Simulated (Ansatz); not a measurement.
[EuCl6]3- (EuCl6³⁻), relaxed as a septet with UKS r2SCAN-D4/def2-SVP in Ansatz, starting from the GFN2-xTB geometry. Force threshold 0.03 eV/Å.

In the def2 sets Eu takes a core potential; there is no spin–orbit coupling. With an open 4f shell the SCF may have ended on a state above the lowest. A multiply charged anion in the gas phase is held together partly by the finite basis. The charge -3 septet is spin-contaminated (final ⟨S²⟩ up to 12.18, 12.00 for a pure state). The highest occupied level of the charge -3 septet lies above zero (up to 5.02 eV). The electron is either unbound and held by the finite basis, or the level is raised by self-interaction error.

Start:

```xyz
7

Eu    0.002    0.000    0.000
Cl    2.333   -1.359    0.021
Cl   -2.339    1.345   -0.032
Cl    0.127    0.288    2.682
Cl   -0.125   -0.281   -2.680
Cl   -1.346   -2.315    0.318
Cl    1.348    2.322   -0.309
```

| step | energy (eV) | largest force component (eV/Å) | SCF passes |
| --- | --- | --- | --- |
| 1 | -94445.5788 | 0.544 | 128 |
| 2 | -94445.7114 | 0.046 | 38 |
| 3 | -94445.7156 | 0.005 | 34 |
| 4 | -94445.7158 | 0.001 | 22 |

Force components are those of the run's own axes.

End:

Cartesian coordinates in Å:
```
Eu -0.0001 -0.0001 -0.0001
Cl 2.3972 -1.4172 0.0620
Cl -2.3978 1.4164 -0.0630
Cl 0.1729 0.3043 2.7635
Cl -0.1725 -0.3035 -2.7635
Cl -1.3662 -2.4095 0.2943
Cl 1.3664 2.4096 -0.2933
```

By distances, no bond broke or formed. The bond that changes most is Eu1–Cl6, from 2.70 to 2.79 Å (atoms count from 1).

The force fell under the threshold at step 3, but the optimiser went on. No frequencies were taken in this run, so the end may be a saddle point.

Run time 20 s (4 threads of AMD EPYC 9R45 on a shared host).
